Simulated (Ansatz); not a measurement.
Computed against measured: atomisation enthalpy at 298 K

8 molecules with two or more fluorines; the atomisation enthalpy at 298 K in kJ/mol, computed less measured. Shapes, held fixed at every level: PBE0-D4/def2-TZVP. Flexible molecules stand in one conformer, not always the lowest. Thermal terms are harmonic and unscaled (PBE0-D4/def2-TZVP); the spin-orbit lowering of the free atoms is taken from their spectra. Programs: Ansatz 0.2.0. Measured values: Active Thermochemical Tables, CRC Handbook of Chemistry and Physics, NIST-JANAF tables.

Levels: A = HF/def2-TZVPP; B = PBE-D4/def2-TZVPP; C = r2SCAN-D4/def2-TZVPP; D = BHLYP-D4/def2-TZVPP.

| molecule | from tabulated heats | A | B | C | D |
| --- | --- | --- | --- | --- | --- |
| NF3 (nitrogen trifluoride) | 843 | -702 | +162 | +30 | -163 |
| CClF3 (SMILES FC(F)(F)Cl) | 1787 | -658 | +116 | +26 | -153 |
| GeF4 (tetrafluorogermane) | 1880 | -590 | +56 | +20 | -142 |
| C2ClF3 (chlorotrifluoroethylene) | 2299 | -858 | +178 | +39 | -181 |
| SF6 (sulfur hexafluoride) | 1974 | -1022 | +129 | +38 | -270 |
| C2Cl3F3 (1,1,2-trichlorotrifluoroethane) | 2753 | -1054 | +195 | +51 | -227 |
| C2H4F2 (1,2-difluoroethane) | 2915 | -832 | +80 | +2 | -117 |
| C2H3F3O (2,2,2-trifluoroethanol) | 3463 | -1131 | +136 | +15 | -205 |

Question: Which level does best on this set, which worst, and which err to one side?

Answer: 
| level | kind | mean error | mean absolute error | worst case |
| --- | --- | --- | --- | --- |
| HF/def2-TZVPP | Hartree–Fock | -855.9 | 855.9 | C2H3F3O |
| PBE-D4/def2-TZVPP | GGA | +131.5 | 131.5 | C2Cl3F3 |
| r2SCAN-D4/def2-TZVPP | meta-GGA | +27.6 | 27.6 | C2Cl3F3 |
| BHLYP-D4/def2-TZVPP | global hybrid | -182.2 | 182.2 | SF6 |

On this set r2SCAN-D4/def2-TZVPP has the smallest mean absolute error and HF/def2-TZVPP the largest. HF/def2-TZVPP is too low in 8 of 8; PBE-D4/def2-TZVPP is too high in 8 of 8; r2SCAN-D4/def2-TZVPP is too high in 8 of 8; BHLYP-D4/def2-TZVPP is too low in 8 of 8. The heats of GeF4 (tetrafluorogermane), C2ClF3 (chlorotrifluoroethylene), C2Cl3F3 (1,1,2-trichlorotrifluoroethane), C2H3F3O (2,2,2-trifluoroethanol) come from older tables and can be uncertain by 10 kJ/mol or more. Heats of the atoms come from ATcT where it has them. Hartree–Fock lacks correlation and underbinds. Relativity is left out for Ge. The set is small.
